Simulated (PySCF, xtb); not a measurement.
CF3, SMILES F[C](F)F (connectivity only; charge and spin as stated), charge +1, multiplicity 1.

GFN2-xTB in xtb 6.7.1 at its own geometry gives an orbital gap of 5.96 eV.

Geometry optimised at B3LYP-D3(BJ)/def2-TZVP. The multiplicity is an assumed one; other spin states were not compared. The isomer is the one that the SMILES or the coordinates give; other isomers of the formula were not compared.

What does HF/def2-TZVPD (PySCF) give? (The exact figures need the calculation; the answer reports its results.)

gap 22.45 eV (levels -28.00 and -5.55 eV).
